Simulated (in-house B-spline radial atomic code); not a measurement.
How G0W0 and RPA depend on the start: Ca+

Configuration [Ar] 4s1, highest spin. Computed with an all-electron radial atomic-structure program (B-spline basis): all electrons, scalar-relativistic (spin-free one-electron X2C), finite nucleus, each spin shell either full or empty, empty states to l = 9 with an (l + 1/2)⁻⁴ tail; G0W0 by contour deformation at full frequency.

RPA overbinds a lone outer s electron by self-correlation, and G0W0 tends to as well.

| start | mean-field 4s up (eV) | G0W0 (eV) | QP weight | RPA correlation (Eh) |
| --- | --- | --- | --- | --- |
| Hartree-Fock | -11.380 | -12.171 | 0.966 | -1.049 |
| LDA VWN5 | -9.498 | -12.412 | 0.894 | -1.2112 |
| PBE | -9.338 | -12.360 | 0.888 | -1.208 |
| PBE0 | -9.952 | -12.330 | 0.928 | -1.1587 |
| r2SCAN | -9.432 | -12.372 | 0.911 | -1.1805 |
| HSE06 | -9.615 | -12.341 | 0.911 | -1.1665 |
| B3LYP (VWN-RPA) | -9.903 | -12.359 | 0.924 | -1.1692 |
| TPSS | -9.241 | -12.338 | 0.890 | -1.1971 |
| BHandHLYP | -10.492 | -12.289 | 0.947 | -1.1189 |
| CAM-B3LYP | -10.968 | ? | ? | ? |
| LC-wPBE | -11.780 | -12.237 | 0.964 | -1.1283 |
| wB97X | -11.453 | -12.220 | 0.963 | -1.1251 |
| PBEsol | -9.359 | -12.381 | 0.891 | -1.2086 |
| BLYP | -9.271 | ? | ? | ? |
| r2SCAN0 | -10.029 | -12.329 | 0.934 | -1.1427 |
| LDA exchange-only | -8.900 | -12.353 | 0.881 | -1.2079 |

(1) What G0W0 level, weight and RPA correlation energy follow from the BLYP start?

(2) What G0W0 level, weight and RPA correlation energy follow from the CAM-B3LYP start?

(3) How much of the dependence on the start does G0W0 remove?

## Answers

(1) G0W0 level -12.370 eV, weight 0.889, RPA correlation -1.2094 hartree.

(2) G0W0 level -12.301 eV, weight 0.953, RPA correlation -1.1403 hartree.

(3) The mean-field levels span 2.88 eV and the G0W0 levels 0.241 eV. Against 11.872 eV (NIST, measured) the G0W0 removal energies are off by +0.30 to +0.54 eV, with spin-orbit coupling, Breit and QED terms left out.
